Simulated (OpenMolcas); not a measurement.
**Ne⁺: thermal populations, worked from levels**

- Program: OpenMolcas 26.06
- Basis: ANO-RCC-VTZP [4s3p2d1f]
- Scalar Hamiltonian: DKH2, point nucleus
- Active space: 7 electrons in 9 orbitals (RAS2 2s 2p; RAS3 3d, at most 2 electrons)
- State averaging: 2S+1 = 2 odd, 3 roots; 2S+1 = 2 even, 1 root
- Spin-orbit coupling: state interaction with AMFI integrals over the reference wave functions, term energies averaged over their components

Methods: RASSCF; SS-RASPT2, IPEA 0.25 Eh, imaginary shift 0.1 Eh (closed shells correlated: 1s). Measured levels: NIST Handbook of Basic Atomic Spectroscopic Data.

**Thermal populations.** Z = Σ (2J + 1) exp(-E/kT) with k = 0.695035 cm-1/K, over the levels below. No other level of either list lies under 90000 cm-1, which is above 7 kT at each temperature.

```tsv
Level	2J + 1	SS-RASPT2	measured
2s² 2p⁵ ²P°_3/2	4	0.0	0.0
2s² 2p⁵ ²P°_1/2	2	769	780
```

```json
{"T (K)": "5000", "Z, SS-RASPT2": "5.603", "Z, measured levels": "5.598", "Ground level (%), SS-RASPT2": "71.4", "Ground level (%), measured levels": "71.5"}
{"T (K)": "8000", "Z, SS-RASPT2": "5.742", "Z, measured levels": "5.738", "Ground level (%), SS-RASPT2": "69.7", "Ground level (%), measured levels": "69.7"}
{"T (K)": "12000", "Z, SS-RASPT2": "5.824", "Z, measured levels": "5.821", "Ground level (%), SS-RASPT2": "68.7", "Ground level (%), measured levels": "68.7"}
```

At 12000 K, kT = 8340 cm-1, and the computed levels give Z = 4.000 + 1.824 = 5.824.

Active for correlation alone: 3d; no level in the range computed is led by a configuration that fills it, so any true level of that kind is missing. Without dynamic correlation excited terms often stand tens of per cent too high (terms of higher spin than the ground term too low), and those without a measured partner can miss by more than the paired ones (holds for RASSCF). Measured partners are found by configuration, term and J. A level has none where our copy of the source lacks it or the pairing is in doubt (some pairs that miss far off the trend of their configuration count as doubtful), and it then counts in no deviation. Only configurations of the active space appear.

° marks odd parity.
